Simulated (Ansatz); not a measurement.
Molecule: CHO2, charge -1, multiplicity 1. 
Structure (B3LYP-D3(BJ)/def2-TZVP (Ansatz, a first-principles code) minimum search):
```
C
O 1 1.2488
O 1 1.2488 2 130.63
H 1 1.1416 2 114.69 3 180.00
```
Charge -1, spin multiplicity 1.

Basis-set convergence of Hartree-Fock and CCSD(T) correlation energies (hartree) with Ansatz. Valence correlation only, unless marked. Spin-orbit coupling is left out. No relativistic terms. This anion needs diffuse functions, which these sets lack.

| basis | functions | E(HF) | E(corr, CCSD(T)) | rough core time |
|---|---|---|---|---|
| cc-pVDZ | 47 | -188.19509 | -0.52274 | under 20 s |
| cc-pVTZ | 104 | -188.26328 | -0.66360 | under 20 s |
| cc-pVQZ | 195 | ___ | ___ | 28 s |

Question: Fill in the missing entries.

Answer: 
- cc-pVQZ, E(HF): -188.28239
- cc-pVQZ, E(corr, CCSD(T)): -0.71233
